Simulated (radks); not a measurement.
Question: Species: La25+. Configuration: [Ar] 3d10 4s2 4p2. All-electron calculation, Dirac Kohn-Sham, relativistic LDA (MacDonald-Vosko exchange, VWN5 correlation), spin-unpolarised, spherical densities, finite nucleus; open shells fill j = l - 1/2 first; Fermi nuclear charge, rms radius 4.855 fm. Program: a radial shooting solver on a logarithmic mesh with Libxc functionals. Some entries of the table are withheld. Estimate them.

| orbital | occ. | eigenvalue (hartree) | r(max) (bohr) |
|---|---|---|---|
| 1s1/2 | 2 | -1443.327 | 0.01614 |
| 2s1/2 | 2 | (1) | 0.09135 |
| 2p1/2 | 2 | -241.6591 | 0.06960 |
| 2p3/2 | 4 | -226.5835 | 0.07474 |
| 3s1/2 | 2 | -75.26184 | 0.2596 |
| 3p1/2 | 2 | (2) | 0.2456 |
| 3p3/2 | 4 | (3) | 0.2566 |
| 3d3/2 | 4 | -57.83469 | 0.2052 |
| 3d5/2 | 6 | -57.17062 | 0.2083 |
| 4s1/2 | 2 | -33.32200 | 0.5733 |
| 4p1/2 | 2 | -31.23326 | 0.5746 |
| 4p3/2 | 0 | -30.35343 | 0.5929 |

Answer: 
(1) 2s1/2 eigenvalue (hartree): -254.0477
(2) 3p1/2 eigenvalue (hartree): -70.01998
(3) 3p3/2 eigenvalue (hartree): -66.98603
